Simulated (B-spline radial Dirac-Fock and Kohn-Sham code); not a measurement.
# How the settings move the core levels of I

ΔSCF core binding energies without Breit or QED terms, calculated with a B-spline atomic structure program. Keys: rel is the Hamiltonian (dirac, or spin-free x2c and nr, where L3 and M5 stand for the whole 2p and 3d shells), method is hf or an exchange,correlation pair (spin-unpolarised, also for the hole states), nuc the nuclear model, radius_factor scales its radius, rmax is the box in bohr, h the logarithmic mesh step, order the B-spline order, points the quadrature points per cell, c_factor scales the speed of light, and damp, ndamp, maxit and tol steer the iteration. The run stops when the commutator error falls below 10·tol·max(1, Z/10), or the numerical noise floor, and the energy has settled to about 1e-8 Ha; the virial ratio is −V/T.

Base input:

```json
{"items": [{"Z": 53, "q": 0, "cfg": [[1, 0, 2], [2, 0, 2], [2, 1, 6], [3, 0, 2], [3, 1, 6], [3, 2, 10], [4, 0, 2], [4, 1, 6], [4, 2, 10], [5, 0, 2], [5, 1, 5]], "A": 127, "rrms": 4.75, "do": "settings", "holes": ["K", "L3", "M5"],
  "settings": [{"rel": "dirac", "method": "hf", "nuc": "fermi", "radius_factor": 1.0, "rmax": 45.0, "h": 0.3, "order": 8, "points": 10, "c_factor": 1.0, "maxit": 60, "damp": 0.5, "ndamp": 3, "tol": 1e-08}]}]}
```

The ground state converged in 10 iterations, with total energy -7115.79525 Ha, virial ratio 1.94344 and highest orbital energy -10.58 eV. ΔSCF binding energies: K (1s) 33292.6 eV, L3 (2p3/2) 4574.9 eV, M5 (3d5/2) 628.4 eV.

Changes from the base run:

| changed setting | Δ total energy (Ha) | Δ K (eV) | Δ L3 (eV) | Δ M5 (eV) | iterations |
| --- | --- | --- | --- | --- | --- |
| rmax = 60.0; c_factor = 10.0; damp = 0.2 | +196.06859 | -1313.02 | +3.34 | +14.45 | 10 |
| damp = 0.2 | 0.00000 | 0.00 | 0.00 | 0.00 | 10 |
| order = 6 | +0.00029 | 0.00 | 0.00 | 0.00 | 10 |
| nuc = "gauss" | -0.00087 | +0.01 | 0.00 | 0.00 | 10 |
| h = 0.4 | +0.00313 | +0.02 | +0.01 | +0.01 | 11 |
| rel = "x2c" | +3.04258 | -28.57 | +93.38 | +4.73 | 10 |
| rel = "x2c"; rmax = 80.0; tol = 1e-06 | +3.04258 | -28.57 | +93.38 | +4.73 | 9 |
| method = "lda," | +7.88302 | -13.71 | -26.55 | -6.18 | 10 |
| c_factor = 0.9 | ? | ? | ? | ? | ? |
| c_factor = 10.0; damp = 0.2; tol = 1e-06 | +196.06859 | -1313.02 | +3.34 | +14.45 | 8 |
| tol = 1e-06 | 0.00000 | 0.00 | 0.00 | 0.00 | 9 |
| radius_factor = 1.2 | +0.09299 | -1.07 | +0.01 | 0.00 | 10 |
| rel = "x2c"; method = "b88,"; damp = 0.0 | +2.57089 | +1.64 | +70.13 | -0.89 | 13 |
| method = "b88," | -0.97143 | +30.82 | -23.10 | -5.67 | 10 |

Problem. What does the change c_factor = 0.9 do?

Solution. The total energy moves by -51.05287 Ha and the binding energies by K +343.50 eV, L3 -1.49 eV, M5 -3.58 eV; the run takes 10 iterations.
